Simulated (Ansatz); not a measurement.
System: C2H6Br3NSi, charge 0, multiplicity 1. SMILES: N(C)(C)[Si](Br)(Br)Br
Coordinates optimised at B3LYP-D3(BJ)/def2-TZVP (Ansatz, a program for electronic structure):
```xyz
13

C     -2.7754    -0.5914    -0.6642
N     -1.7874     0.4421    -0.3741
C     -2.3880     1.6639     0.1499
Si    -0.1689     0.0527    -0.0658
Br     0.1571    -0.7485     1.9987
Br     1.1046     1.8584    -0.2785
Br     0.5277    -1.5001    -1.4909
H     -2.3009    -1.4728    -1.0891
H     -3.3201    -0.8906     0.2387
H     -3.4983    -0.2112    -1.3911
H     -3.1090     2.0551    -0.5730
H     -2.9129     1.4800     1.0944
H     -1.6312     2.4264     0.3185
```

Quantity: atomisation energy (electronic, to ground-state atoms), in kJ/mol. Cores are frozen in the correlated levels unless marked. Open shells are spin-unrestricted. No spin-orbit coupling. Frozen are the shells of the preceding noble gas and the d and f shells that filled before the atom's block. Non-relativistic. The coupled-cluster limit lacks core correlation, which all-electron functionals hold. CBS marks a two-point X^-3 extrapolation of the correlation energy; Hartree-Fock from the larger set. [CCSD(T)-MP2]/basis is that difference in the basis named.

```
level                                                                 program  atomisation energy (kJ/mol)  minus last row
-------------------------------------------------------------  --------------  ---------------------------  --------------
HF/def2-TZVPPD                                                         Ansatz                       3316.6         -1282.9
BLYP/def2-TZVPD                                                        Ansatz                       4466.8          -132.7
BHLYP-D3(BJ)/def2-TZVPD                                        Ansatz + dftd3                       4482.8          -116.7
r2SCANh/def2-TZVPD                                                     Ansatz                       4586.5           -13.0
LC-wPBE-D4/def2-TZVPD                                          Ansatz + dftd4                       4617.3            17.8
MP2/6-31G*                                                             Ansatz                       4211.8          -387.7
MP2/def2-TZVPPD                                                        Ansatz                       4576.1           -23.4
RI-MP2/CBS(def2-TZVPPD,def2-QZVPPD)                                    Ansatz                       4698.2            98.7
CCSD/6-31G*                                                            Ansatz                       4078.7          -520.8
RI-MP2/CBS(def2-TZVPPD,def2-QZVPPD)+[CCSD(T)-MP2]/def2-TZVPPD          Ansatz                       4599.5             0.0
```
